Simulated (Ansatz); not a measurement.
Ansatz (an electronic-structure program) input (CCSD(T)/aug-cc-pVDZ):

Ansatz 0.2 input:
```yaml
crystal:
  periodic: [false, false, false]
  atoms:
    - {symbol: O, position_ang: [-0.09193863, -0.02710770, -0.06464349]}
    - {symbol: H, position_ang: [-0.07509175, -0.02177006, 0.94300683]}
    - {symbol: H, position_ang: [0.81060081, 0.23863167, -0.42585893]}
basis:
  gaussian:
    orbitals: aug-cc-pVDZ
total_charge: 1
magnetization: {spin_polarized: true, initial_magnetization: 1}
correlation: {method: ccsd_t, electrons: outside_noble_gas}
output: {forces: true}
```

End of the output:

```
cycle   3  -4.81367777 eV  change   -1.1e-3 eV  update   1.4e-3
cycle   4  -4.81404027 eV  change   -3.6e-4 eV  update   3.7e-4
cycle   5  -4.81412809 eV  change   -8.8e-5 eV  update   1.2e-4
cycle   6  -4.81418835 eV  change   -6.0e-5 eV  update   4.4e-5
cycle   7  -4.81420657 eV  change   -1.8e-5 eV  update   1.4e-5
cycle   8  -4.81421105 eV  change   -4.5e-6 eV  update   4.8e-6
cycle   9  -4.81421343 eV  change   -2.4e-6 eV  update   1.8e-6
cycle  10  -4.81421427 eV  change   -8.4e-7 eV  update   7.0e-7
perturbative correction -0.08183111 eV, -0.0030072379 hartree
the calculation of the forces begins
Total energy: -2063.10195999 eV, -75.8175986091 hartree
Atom 0 at    -0.091939    -0.027108    -0.064643 Å, force    -0.065946    -0.019444    -0.046367 eV/Å
Atom 1 at    -0.075092    -0.021770     0.943007 Å, force     0.085477     0.025159    -0.057963 eV/Å
Atom 2 at     0.810601     0.238632    -0.425859 Å, force    -0.019531    -0.005715     0.104330 eV/Å
Dipole moment:     0.347735     0.102528     0.244498 e Å
```
